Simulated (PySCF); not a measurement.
C3H5BN2O, SMILES OB(/C=N\C#N)C.

Geometry optimised at PBE-D3(BJ)/def2-SVP. The structure was generated by enumeration; whether it is a known compound was not checked. The values are those of a single conformer.

Calculation: PBE-D3(BJ)/def2-SVP (PySCF 2.14.0).

No scaling factor is applied to the harmonic values.

Computed harmonic wavenumbers and intensities:
```json
[
 {"mode": "1", "ν (cm⁻¹)": "28", "IR (km/mol)": "0.9", "moving atoms (share of kinetic energy)": "C 31 %, O 30 %, N 25 %, H 14 %"},
 {"mode": "2", "ν (cm⁻¹)": "130", "IR (km/mol)": "2.2", "moving atoms (share of kinetic energy)": "N 55 %, C 28 %"},
 {"mode": "3", "ν (cm⁻¹)": "140", "IR (km/mol)": "2.1", "moving atoms (share of kinetic energy)": "H 98 %"},
 {"mode": "4", "ν (cm⁻¹)": "224", "IR (km/mol)": "5.4", "moving atoms (share of kinetic energy)": "C 38 %, N 25 %, H 18 %, O 11 %, B 8 %"},
 {"mode": "5", "ν (cm⁻¹)": "243", "IR (km/mol)": "0.2", "moving atoms (share of kinetic energy)": "N 39 %, C 36 %, B 11 %, H 11 %"},
 {"mode": "6", "ν (cm⁻¹)": "359", "IR (km/mol)": "11.7", "moving atoms (share of kinetic energy)": "O 35 %, C 26 %, H 26 %"},
 {"mode": "7", "ν (cm⁻¹)": "383", "IR (km/mol)": "0.2", "moving atoms (share of kinetic energy)": "H 36 %, B 30 %, C 23 %, N 9 %"},
 {"mode": "8", "ν (cm⁻¹)": "433", "IR (km/mol)": "2.5", "moving atoms (share of kinetic energy)": "C 48 %, O 16 %, N 15 %, H 11 %, B 10 %"},
 {"mode": "9", "ν (cm⁻¹)": "543", "IR (km/mol)": "60.1", "moving atoms (share of kinetic energy)": "H 42 %, C 34 %, N 20 %"},
 {"mode": "10", "ν (cm⁻¹)": "628", "IR (km/mol)": "7.6", "moving atoms (share of kinetic energy)": "C 45 %, N 36 %, O 8 %"},
 {"mode": "11", "ν (cm⁻¹)": "666", "IR (km/mol)": "60.3", "moving atoms (share of kinetic energy)": "H 61 %, C 15 %, N 9 %, O 8 %"},
 {"mode": "12", "ν (cm⁻¹)": "716", "IR (km/mol)": "5.0", "moving atoms (share of kinetic energy)": "C 68 %, H 20 %"},
 {"mode": "13", "ν (cm⁻¹)": "815", "IR (km/mol)": "0.0", "moving atoms (share of kinetic energy)": "H 63 %, C 19 %, B 15 %"},
 {"mode": "14", "ν (cm⁻¹)": "841", "IR (km/mol)": "3.9", "moving atoms (share of kinetic energy)": "H 57 %, C 32 %, O 10 %"},
 {"mode": "15", "ν (cm⁻¹)": "913", "IR (km/mol)": "19.3", "moving atoms (share of kinetic energy)": "H 58 %, C 26 %, B 16 %"},
 {"mode": "16", "ν (cm⁻¹)": "953", "IR (km/mol)": "50.9", "moving atoms (share of kinetic energy)": "H 47 %, N 24 %, C 16 %, B 10 %"},
 {"mode": "17", "ν (cm⁻¹)": "985", "IR (km/mol)": "41.9", "moving atoms (share of kinetic energy)": "N 40 %, H 38 %, C 16 %"},
 {"mode": "18", "ν (cm⁻¹)": "1191", "IR (km/mol)": "177.1", "moving atoms (share of kinetic energy)": "H 54 %, B 35 %"},
 {"mode": "19", "ν (cm⁻¹)": "1274", "IR (km/mol)": "119.2", "moving atoms (share of kinetic energy)": "H 47 %, B 25 %, C 15 %, O 12 %"},
 {"mode": "20", "ν (cm⁻¹)": "1330", "IR (km/mol)": "43.9", "moving atoms (share of kinetic energy)": "H 52 %, B 25 %, C 14 %"},
 {"mode": "21", "ν (cm⁻¹)": "1355", "IR (km/mol)": "11.7", "moving atoms (share of kinetic energy)": "H 83 %, C 9 %"},
 {"mode": "22", "ν (cm⁻¹)": "1376", "IR (km/mol)": "8.1", "moving atoms (share of kinetic energy)": "H 96 %"},
 {"mode": "23", "ν (cm⁻¹)": "1421", "IR (km/mol)": "101.1", "moving atoms (share of kinetic energy)": "B 41 %, H 40 %, O 10 %"},
 {"mode": "24", "ν (cm⁻¹)": "1636", "IR (km/mol)": "1.6", "moving atoms (share of kinetic energy)": "C 50 %, N 49 %"},
 {"mode": "25", "ν (cm⁻¹)": "2207", "IR (km/mol)": "20.2", "moving atoms (share of kinetic energy)": "C 64 %, N 36 %"},
 {"mode": "26", "ν (cm⁻¹)": "2955", "IR (km/mol)": "45.3", "moving atoms (share of kinetic energy)": "H 92 %"},
 {"mode": "27", "ν (cm⁻¹)": "2972", "IR (km/mol)": "1.3", "moving atoms (share of kinetic energy)": "H 97 %"},
 {"mode": "28", "ν (cm⁻¹)": "3042", "IR (km/mol)": "0.4", "moving atoms (share of kinetic energy)": "H 91 %, C 9 %"},
 {"mode": "29", "ν (cm⁻¹)": "3088", "IR (km/mol)": "7.8", "moving atoms (share of kinetic energy)": "H 91 %, C 9 %"},
 {"mode": "30", "ν (cm⁻¹)": "3696", "IR (km/mol)": "46.5", "moving atoms (share of kinetic energy)": "H 94 %"}
]
```
